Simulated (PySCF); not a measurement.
Computed IR spectrum (relative IR intensity) of a molecule C2H10Si3. Geometry: PBE-D3(BJ)/def2-SVP. The values are those of a single conformer. Calculation: PBE-D3(BJ)/def2-SVP (PySCF 2.14.0). Frequencies are harmonic and unscaled.

Lines under 2 % of the strongest are left out, and lines within 2 cm⁻¹ are merged.

| ν (cm⁻¹) | relative intensity |
|---|---|
| 316 | 5.2 |
| 409 | 3.7 |
| 453 | 9.1 |
| 519 | 6.1 |
| 534 | 2.7 |
| 626 | 12 |
| 663 | 48 |
| 674 | 36 |
| 717 | 41 |
| 758 | 89 |
| 834 | 100 |
| 871 | 19 |
| 887 | 29 |
| 903 | 17 |
| 905 | 28 |
| 936 | 17 |
| 979 | 3.3 |
| 1000 | 5.0 |
| 1369 | 5.2 |
| 2131 | 28 |
| 2140 | 42 |
| 2144 | 40 |
| 2148 | 11 |
| 2153 | 49 |
| 2162 | 59 |
| 2167 | 57 |
| 3048 | 5.1 |
| 3142 | 3.7 |

Problem. Identify the compound among the candidates.
(A) CC1[SiH2][SiH2][SiH2]1
(B) C1C[SiH2][SiH2][SiH2]1
(C) C=C[SiH2][SiH2][SiH3]
(D) [SiH3]C=C([SiH3])[SiH3]

Solution. C, C=C[SiH2][SiH2][SiH3]
